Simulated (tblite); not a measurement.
Start geometry of `C(S[SiH2]C[SiH3])(=C)C(O)=O` from a force field or distance geometry (Å):
```
atom  x, y, z in Å
C1    -3.177   -1.504   -0.004
C2    -2.043   -0.948    0.417
S3    -0.555   -1.871    0.322
Si4    0.803   -0.598   -0.780
C5     2.110   -0.020    0.389
Si6    3.175    1.111   -0.607
C7    -2.001    0.407    1.054
O8    -1.022    0.963    1.544
O9    -3.192    1.023    1.052
H10   -4.138   -0.979    0.072
H11   -3.217   -2.498   -0.438
H12    1.375   -1.433   -1.863
H13    0.011    0.501   -1.366
H14    1.688    0.510    1.236
H15    2.690   -0.848    0.780
H16    2.416    2.276   -1.115
H17    4.276    1.640    0.252
H18    3.809    0.394   -1.745
H19   -3.015    1.884    1.500
```

What comes out of this run: tblite, GFN2-xTB geometry optimisation, gas phase?

```
atom  x, y, z in Å
C1    -3.1849   -1.6370    0.7140
C2    -2.0897   -1.0322    0.2323
S3    -0.8792   -1.8827   -0.6956
Si4    0.6953   -0.4287   -1.1702
C5     1.8155   -0.0147    0.2973
Si6    3.1939    1.1929   -0.1865
C7    -1.8490    0.3978    0.4581
O8    -0.8584    0.9939    0.0857
O9    -2.8168    1.0254    1.1217
H10   -3.9173   -1.0899    1.2797
H11   -3.3507   -2.6847    0.5425
H12    1.4573   -1.3655   -2.0112
H13    0.1781    0.5913   -2.0689
H14    1.2491    0.4074    1.1246
H15    2.2681   -0.9365    0.6650
H16    2.6239    2.4328   -0.7113
H17    4.0036    1.4983    0.9986
H18    4.0399    0.5785   -1.2093
H19   -2.5884    1.9630    1.2328
```

The energy falls by 9.4 kcal/mol over 126 L-BFGS steps, the largest force on an atom goes from 1.95 to 0.008 eV/Å, and the atoms move by 0.721 Å rms after alignment. The bond that changes most is C5–Si6 (sp3 carbon bound to silicon to SiH3 silicon), which lengthens by 0.050 Å. Bonds longer at the end by more than 0.005 Å: 5 of 18; shorter: 12. Among the angles that change most is S3–Si4–H12, from 106.4° to 94.2°. Among the dihedrals that turn most is C7–C2–S3–Si4, from -58° to 2°. Rotational constants go from 1757, 525.4, 439.2 to 1780, 559.6, 456.2 MHz. The orientation of the end geometry is arbitrary; only internal coordinates are fixed.

Its lowest GFN2-xTB frequency is 5 cm⁻¹, too small to tell a flat minimum from a shallow saddle. One conformer, not necessarily the lowest. 3 starts were optimised and ended at 0.00, 3.29 and 4.63 kcal/mol (GFN2-xTB); the lowest of these is shown.

These are computed values.
